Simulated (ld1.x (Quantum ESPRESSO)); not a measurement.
# B: PAW pseudisation with PBE, scalar-relativistic reference atom.

The input file (ld1.x (Quantum ESPRESSO) 7.5):

```
&input
   title='B', zed=5., rel=1, dft='PBE', iswitch=3,
   config='[He] 2s2 2p1 3d-2',
   nld=3, rlderiv=3.95, eminld=-3.0, emaxld=5.0, deld=0.02
 /
 &inputp
   pseudotype=3, lpaw=.true., tm=.true., lloc=-1, rcloc=3.50,
   nlcc=.false.,
   which_augfun='PSQ', rmatch_augfun_nc=.true.,
   file_pseudopw='B.UPF', file_wfcaegen='ae.wfc', file_wfcncgen='nc.wfc', file_beta='beta', file_chi='chi', file_wfcusgen='us.wfc'
 /
6
2S  1  0   2.00   0.00  1.35  1.90  0.0
2S  1  0   0.00   2.60  1.35  1.90  0.0
2P  2  1   1.00   0.00  3.45  3.65  0.0
2P  2  1   0.00   0.70  3.45  3.65  0.0
3D  3  2  -2.00   0.05  2.80  3.00  0.0
3D  3  2  -2.00   2.85  2.80  3.00  0.0
 &test
   configts(1)='2s2 2p1'
 /
```

Command:

```bash
ld1.x < B.in > B.out
```

Output (shortened: banner, matrices, multipoles, cross overlaps and the repeated all-electron block are left out):

```
Program LD1 v.7.5
     --------------------------- All-electron run ----------------------------

     B
     scalar relativistic calculation

     atomic number is  5.00
     dft =PBE   lsd =0 sic =0 latt =0  beta=0.20 tr2=1.0E-14
     Exchange-correlation= PBE
                           (   1   4   3   4   0   0   0)
     mesh =1059 r(mesh) = 101.04461 a.u. xmin = -7.00 dx = 0.01250
     1 Ry =  13.60569312 eV, c = 137.03599908

     n l     nl                  e(Ry)          e(Ha)          e(eV)
     1 0     1S 1( 2.00)       -13.2731        -6.6366      -180.5900
     2 0     2S 1( 2.00)        -0.6941        -0.3470        -9.4431
     2 1     2P 1( 1.00)        -0.2651        -0.1326        -3.6070

     final scf error:  7.5E-15 reached in  32 iterations

     Etot =     -49.206684 Ry,     -24.603342 Ha,    -669.491037 eV

     Ekin =      49.037301 Ry,      24.518651 Ha,     667.186471 eV
     Encl =    -113.771076 Ry,     -56.885538 Ha,   -1547.934352 eV
     Eh   =      23.125741 Ry,      11.562870 Ha,     314.641731 eV
     Exc  =      -7.598649 Ry,      -3.799325 Ha,    -103.384887 eV

     normalization and overlap integrals

     s(1S/1S) =  1.000000  <r> =   0.3294  <r2> =    0.1474  r(max) =   0.2103
     s(2S/2S) =  1.000000  <r> =   1.9516  <r2> =    4.5978  r(max) =   1.5152
     s(2P/2P) =  1.000000  <r> =   2.3015  <r2> =    6.8902  r(max) =   1.5731

     ------------------------ End of All-electron run ------------------------

     --------------------- Generating PAW atomic setup --------------------

      Generating local potential from pseudized AE potential:
      Matching radius rcloc =   3.5000

      Local pseudo, rcloc= 3.458 Estimated cut-off energy=     2.04 Ry

      Computing core charge for PAW:

       r > 0.69 : true rho core
       r < 0.69 : rho core = a sin(br)/r    a=   2.08  b=   3.83

      Integrated core pseudo-charge :   0.51
      Wfc-us  2S rcutus= 1.898  Estimated cut-off energy=    12.96 Ry
      Wfc-us  2S rcutus= 1.898  Estimated cut-off energy=    26.96 Ry
      Wfc-us  2P rcutus= 3.635  Estimated cut-off energy=     6.12 Ry
      Wfc-us  2P rcutus= 3.635  Estimated cut-off energy=     5.33 Ry
      Wfc-us  3D rcutus= 2.976  Estimated cut-off energy=    11.56 Ry
      Wfc-us  3D rcutus= 2.976  Estimated cut-off energy=    21.89 Ry

     Required augmentation: PSQ   radius:    3.650000

     Q pseudized with Bessel functions
     Expected ecutrho=     144.6752 due to l1=  0   l2=  2

     Estimated PAW energy =  -10.967327 Ryd

     ------------------- End of pseudopotential generation -------------------

     Computing logarithmic derivative in   3.94257
     Computing logarithmic derivative in   3.94257
     Computing the partial wave expansion
     R is outside the sphere for l=    0 j= 0.00
     R is outside the sphere for l=    0 j= 0.00
     R is outside the sphere for l=    1 j= 0.00
     R is outside the sphere for l=    1 j= 0.00
     R is outside the sphere for l=    2 j= 0.00
     R is outside the sphere for l=    2 j= 0.00

     ---------------------- Testing the pseudopotential ----------------------

     B
     scalar relativistic calculation

     atomic number is  5.00   valence charge is  3.00
     dft = SLA  PW   PBX  PBC   lsd =0 sic =0 latt =0  beta=0.20 tr2=1.0E-14
     mesh =1059 r(mesh) = 101.04461 xmin = -7.00 dx = 0.01250

     n l     nl             e AE (Ry)        e PS (Ry)    De AE-PS (Ry)
     1 0     2S   1( 2.00)       -0.69405       -0.69405       -0.00000
     2 1     2P   1( 1.00)       -0.26511       -0.26511       -0.00000

     eps = 3.1E-17  iter =  3

     Etot =     -49.206684 Ry,     -24.603342 Ha,    -669.491037 eV
     Etotps =   -10.967327 Ry,      -5.483663 Ha,    -149.218084 eV

     Ekin =       5.649070 Ry,       2.824535 Ha,      76.859508 eV
     Encl =     -13.016693 Ry,      -6.508346 Ha,    -177.101124 eV
     Ehrt =       3.998945 Ry,       1.999473 Ha,      54.408421 eV
     Ecxc =      -7.598649 Ry,      -3.799325 Ha,    -103.384889 eV

     ---------------------- End of pseudopotential test ----------------------
```

Generation and configuration tests took about 2.7 s on one core of a shared server CPU.

Transferability test of the new file with ld1.x, input:

```
&input
   title='B', zed=5., rel=1, dft='PBE', iswitch=2,
   config='[He] 2s2 2p1 3d-2'
 /
 &test
   file_pseudo='B.UPF', nconf=8,
   configts(1)='2s2 2p1',
   configts(2)='2s2 2p0',
   configts(3)='2s1 2p0',
   configts(4)='2s2 2p0.5',
   configts(5)='2s1 2p2',
   configts(6)='2s1 2p1',
   configts(7)='2s2 2p1.3',
   configts(8)='2s0 2p3'
 /
```

```bash
ld1.x < B.test.in > B.test.out
```

Pseudopotential blocks of its output, shortened (energy terms left out; the distinct warnings before each block abridged to one line each):

```
     ---------------------- Testing the pseudopotential ----------------------

     n l     nl             e AE (Ry)        e PS (Ry)    De AE-PS (Ry)
     1 0     2S   1( 2.00)       -0.69405       -0.69405       -0.00000
     2 1     2P   1( 1.00)       -0.26511       -0.26511       -0.00000

     eps = 3.1E-17  iter =  3

     Etot =     -49.206684 Ry,     -24.603342 Ha,    -669.491038 eV
     Etotps =   -10.967327 Ry,      -5.483663 Ha,    -149.218084 eV

     ---------------------- End of pseudopotential test ----------------------

          Warning: convergence not achieved
     ---------------------- Testing the pseudopotential ----------------------

     n l     nl             e AE (Ry)        e PS (Ry)    De AE-PS (Ry)
     1 0     2S   1( 2.00)       -1.43403       -1.43426        0.00023
     2 1     2P   1( 0.00)       -0.98227       -0.98088       -0.00139

     eps = 7.7E-13  iter =201

     Etot =     -48.602552 Ry,     -24.301276 Ha,    -661.271411 eV
     Etotps =   -10.363405 Ry,      -5.181703 Ha,    -141.001312 eV
     dEtot_ae =       0.604131 Ry
     dEtot_ps =       0.603922 Ry,   Delta E=       0.000210 Ry

     ---------------------- End of pseudopotential test ----------------------

          Warning: convergence not achieved
     ---------------------- Testing the pseudopotential ----------------------

     n l     nl             e AE (Ry)        e PS (Ry)    De AE-PS (Ry)
     1 0     2S   1( 1.00)       -2.31339       -2.31446        0.00106
     2 1     2P   1( 0.00)       -1.87356       -1.86573       -0.00782  !

     eps = 5.3E-09  iter =201

     Etot =     -46.734041 Ry,     -23.367020 Ha,    -635.849013 eV
     Etotps =    -8.494311 Ry,      -4.247155 Ha,    -115.570989 eV
     dEtot_ae =       2.472643 Ry
     dEtot_ps =       2.473016 Ry,   Delta E=      -0.000373 Ry

     ---------------------- End of pseudopotential test ----------------------

          ---------------------- Testing the pseudopotential ----------------------

     n l     nl             e AE (Ry)        e PS (Ry)    De AE-PS (Ry)
     1 0     2S   1( 2.00)       -1.03851       -1.03870        0.00019
     2 1     2P   1( 0.50)       -0.59442       -0.59447        0.00005

     eps = 1.6E-15  iter = 14

     Etot =     -48.994466 Ry,     -24.497233 Ha,    -666.603665 eV
     Etotps =   -10.755090 Ry,      -5.377545 Ha,    -146.330460 eV
     dEtot_ae =       0.212218 Ry
     dEtot_ps =       0.212236 Ry,   Delta E=      -0.000018 Ry

     ---------------------- End of pseudopotential test ----------------------

          ---------------------- Testing the pseudopotential ----------------------

     n l     nl             e AE (Ry)        e PS (Ry)    De AE-PS (Ry)
     1 0     2S   1( 1.00)       -0.72916       -0.72927        0.00011
     2 1     2P   1( 2.00)       -0.29827       -0.29824       -0.00003

     eps = 8.3E-15  iter =  8

     Etot =     -48.776654 Ry,     -24.388327 Ha,    -663.640180 eV
     Etotps =   -10.537242 Ry,      -5.268621 Ha,    -143.366485 eV
     dEtot_ae =       0.430030 Ry
     dEtot_ps =       0.430085 Ry,   Delta E=      -0.000054 Ry

     ---------------------- End of pseudopotential test ----------------------

          ---------------------- Testing the pseudopotential ----------------------

     n l     nl             e AE (Ry)        e PS (Ry)    De AE-PS (Ry)
     1 0     2S   1( 1.00)       -1.43999       -1.44203        0.00204
     2 1     2P   1( 1.00)       -0.98910       -0.99061        0.00151

     eps = 8.8E-16  iter =  7

     Etot =     -48.151191 Ry,     -24.075596 Ha,    -655.130332 eV
     Etotps =    -9.911288 Ry,      -4.955644 Ha,    -134.849944 eV
     dEtot_ae =       1.055492 Ry
     dEtot_ps =       1.056039 Ry,   Delta E=      -0.000546 Ry

     ---------------------- End of pseudopotential test ----------------------

          ---------------------- Testing the pseudopotential ----------------------

     n l     nl             e AE (Ry)        e PS (Ry)    De AE-PS (Ry)
     1 0     2S   1( 2.00)       -0.51890       -0.51882       -0.00007
     2 1     2P   1( 1.30)       -0.10161       -0.10152       -0.00008

     eps = 9.2E-15  iter =  8

     Etot =     -49.260950 Ry,     -24.630475 Ha,    -670.229365 eV
     Etotps =   -11.021586 Ry,      -5.510793 Ha,    -149.956311 eV
     dEtot_ae =      -0.054266 Ry
     dEtot_ps =      -0.054259 Ry,   Delta E=      -0.000007 Ry

     ---------------------- End of pseudopotential test ----------------------

          ---------------------- Testing the pseudopotential ----------------------

     n l     nl             e AE (Ry)        e PS (Ry)    De AE-PS (Ry)
     1 0     2S   1( 0.00)       -0.75829       -0.75871        0.00042
     2 1     2P   1( 3.00)       -0.32646       -0.32646       -0.00001

     eps = 1.2E-16  iter =  7

     Etot =     -48.345216 Ry,     -24.172608 Ha,    -657.770177 eV
     Etotps =   -10.105537 Ry,      -5.052768 Ha,    -137.492834 eV
     dEtot_ae =       0.861467 Ry
     dEtot_ps =       0.861790 Ry,   Delta E=      -0.000323 Ry

     ---------------------- End of pseudopotential test ----------------------
```
